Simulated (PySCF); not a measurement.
C2H3F2, SMILES C[C](F)F (connectivity only; charge and spin as stated), charge +1, multiplicity 1. Heavy atoms are numbered as in [CH3:1][C:2]([F:3])[F:4]. Hydrogens are named by the atom that carries them.

Geometry optimised at PBE-D3(BJ)/def2-SVP. The spin state was assumed, not searched. The isomer is the one that the SMILES or the coordinates give; other isomers of the formula were not compared.

Level of theory: KT2/pcSseg-2 run with PySCF.

GIAO shieldings, no solvent; atoms alike by connectivity are averaged. δ = σ(ref) − σ: ¹³C against TMS (σ = 184.2 ppm); ¹⁹F against CFCl3 (σ = 125.1 ppm); ¹H against TMS (σ = 31.47 ppm), references at their B3LYP-D3(BJ)/def2-TZVP geometries, non-relativistic.

```
atoms     nucleus  count  δ (ppm)
--------  -------  -----  -------
C2            ¹³C      1      [?]
C1 (CH3)      ¹³C      1     27.0
F3            ¹⁹F      2      [?]
H on C1        ¹H      3     4.61
```

Question: Fill in the missing entries. (An estimate is asked for; the answer gives what the named calculation found.)

Answer: 
- F3, δ (ppm): 97.3
- C2, δ (ppm): 211.5
